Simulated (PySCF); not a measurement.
An unknown is described by computed data only.

Formula: C4H18Si4.

* Triplet: lowest triplet excitation (Tamm–Dancoff): 5.55 eV [TDA B3LYP/def2-SVPD]
* UV, strongest line: among the 10 lowest singlet transitions: S9 at 6.99 eV (177 nm, f = 0.239) [TDDFT B3LYP/def2-SVPD]
* NMR, other nuclei: isotropic shieldings of nuclei other than C and H, by class: 394 (1 Si), 457 (1 Si), 467 (1 Si), 471 (1 Si) ppm [GIAO PBE0/pcSseg-1]
* Valence photoelectron: vertical ionisation energy: 8.92 eV [ΔSCF B3LYP/def2-SVPD]
* Rotational structure: rotational constants A, B, C: 1.802, 0.403, 0.369 GHz [PBE0-D3(BJ)/def2-SVP]
* 13C NMR: chemical shifts (computed TMS as zero) by class: 29.9 (3 C), 18.2 (1 C) ppm [GIAO PBE0/pcSseg-1]
* Dipole: 1.13 D [B3LYP/def2-SVPD]
* UV, first state: lowest singlet excitation: 6.13 eV (202 nm, f = 0.013) [TDDFT B3LYP/def2-SVPD]

The electronic properties come from PySCF, for the isolated species, density fitting. Levels stand in brackets. Geometry: PBE0-D3(BJ)/def2-SVP, one conformer, isolated molecule. NMR classes are plain means over equivalent atoms (diastereotopic ones count apart unless rotation or inversion swaps them), as if these changed places fast.

Question: What is the compound? Reason from the data.

Answer: Numbering: `[CH3:1][C:2]([CH3:3])([CH3:4])[SiH2:5][SiH2:6][SiH2:7][SiH3:8]`. Its formula, C4H18Si4, gives 0 degrees of unsaturation, so no ring and no π bond. 4 carbons fall into 2 classes; from least to most shielded: methyl carbon [C1/C3/C4] (29.9 ppm, 3 C, up to 2.6 ppm apart in this geometry), sp3 carbon bound to silicon [C2] (18.2 ppm). The other shieldings belong to: 394 ppm, SiH2 silicon [Si5]; 457 ppm, SiH3 silicon [Si8]; 467 ppm, SiH2 silicon [Si7]; 471 ppm, SiH2 silicon [Si6]. S1 is mainly HOMO→LUMO (weight 0.76); the largest Löwdin shares of the orbital it empties are 0.24 on an SiH2 silicon, 0.18 on an SiH2 silicon, 0.16 on an SiH2 silicon and 0.14 on the sp3 carbon bound to silicon, of the orbital it fills 0.19 on an SiH2 silicon, 0.16 on an SiH2 silicon, 0.14 on an SiH2 silicon and 0.11 on the SiH3 silicon. The optimised geometry has point group C1 and is an asymmetric top. Structure: `CC(C)(C)[SiH2][SiH2][SiH2][SiH3]`. The assignments are read from this structure; whether some other isomer fits the data as well wasn't checked.

The values belong to the conformer `[CH3:1][C:2]([CH3:3])([CH3:4])[SiH2:5][SiH2:6][SiH2:7][SiH3:8]`: C1–C2–Si5–Si6 -55°, C2–Si5–Si6–Si7 -165°, Si5–Si6–Si7–Si8 -54°.
